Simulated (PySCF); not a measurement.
Predicted microwave data (PySCF, PBE0-D3(BJ)/def2-SVP geometry optimisation, gas phase) for one isomer of C6H18BN:

* Rotational constants: A = 1855, B = 1667, C = 1111 MHz
* Dipole components: |μa| = 1.82 D, |μb| = 4.30 D, |μc| = 2.94 D
* Inertial defect: -120.94 u·Å²
* κ: 0.49

**Question.** Which candidate fits, each taken in the one conformer that was computed?
A. `[BH3-:1][N+:2]([CH3:3])([CH3:4])[CH2:5][CH:6]([CH3:7])[CH3:8]` with B1–N2–C5–C6 -65°, N2–C5–C6–C7 136°
B. `C[B-]([N+](C)(C)C)(C)C` (trimethylamine trimethylborane)
C. `[CH3:1][CH:2]([CH3:3])[BH2-:4][N+:5]([CH3:6])([CH3:7])[CH3:8]` with C1–C2–B4–N5 95°
D. `[BH3-:1][N@H+:2]([CH3:3])[CH:4]([CH2:5][CH3:6])[CH2:7][CH3:8]` with B1–N2–C4–C5 -162°, N2–C4–C5–C6 55°, N2–C4–C7–C8 -159°
E. `[CH3:1][CH2:2][CH2:3][B@H-:4]([NH3+:5])[CH:6]([CH3:7])[CH3:8]` with C1–C2–C3–B4 -178°, C2–C3–B4–N5 -65°, C3–B4–C6–C7 54°
F. `[CH3:1][CH2:2][CH2:3][BH2-:4][N+:5]([CH3:6])([CH3:7])[CH3:8]` with C1–C2–C3–B4 180°, C2–C3–B4–N5 -178°

**Answer.** D. It is [BH3-][N@H+](C)C(CC)CC, an asymmetric top, point group C1. The candidates at the same level (rigid rotor, commonest isotopes):

```json
{"SMILES": "CC(C)[BH2-][N+](C)(C)C", "A (MHz)": "3040", "B (MHz)": "1174", "C (MHz)": "1061", "μa (D)": "4.65", "μb (D)": "0.89", "μc (D)": "2.14", "Δ (u·Å²)": "-120.34", "point group": "C1", "rotor": "asymmetric top"}
{"SMILES": "C[B-](C)(C)[N+](C)(C)C", "A (MHz)": "2223", "B (MHz)": "1596", "C (MHz)": "1595", "μa (D)": "4.49", "μb (D)": "0.00", "μc (D)": "0.00", "Δ (u·Å²)": "-227.29", "point group": "C3", "rotor": "prolate symmetric top"}
{"SMILES": "CCC[B@H-]([NH3+])C(C)C", "A (MHz)": "3520", "B (MHz)": "870.2", "C (MHz)": "807.9", "μa (D)": "0.30", "μb (D)": "2.91", "μc (D)": "3.21", "Δ (u·Å²)": "-98.79", "point group": "C1", "rotor": "near-prolate asymmetric top"}
{"SMILES": "[BH3-][N+](C)(C)CC(C)C", "A (MHz)": "2967", "B (MHz)": "1269", "C (MHz)": "1134", "μa (D)": "1.00", "μb (D)": "3.35", "μc (D)": "3.26", "Δ (u·Å²)": "-123.10", "point group": "C1", "rotor": "asymmetric top"}
{"SMILES": "CCC[BH2-][N+](C)(C)C", "A (MHz)": "4034", "B (MHz)": "828.6", "C (MHz)": "816.1", "μa (D)": "4.64", "μb (D)": "2.31", "μc (D)": "0.06", "Δ (u·Å²)": "-115.96", "point group": "near Cs", "rotor": "–"}
{"SMILES": "[BH3-][N@H+](C)C(CC)CC", "A (MHz)": "1855", "B (MHz)": "1667", "C (MHz)": "1111", "μa (D)": "1.82", "μb (D)": "4.30", "μc (D)": "2.94", "Δ (u·Å²)": "-120.94", "point group": "C1", "rotor": "asymmetric top"}
```

`C[B-](C)(C)[N+](C)(C)C` has C 44 % too high; `CCC[B@H-]([NH3+])C(C)C` has A 90 % too high; `[BH3-][N+](C)(C)CC(C)C` has A 60 % too high; `CCC[BH2-][N+](C)(C)C` has A 118 % too high; `CC(C)[BH2-][N+](C)(C)C` has A 64 % too high. No structure here is proved a minimum.
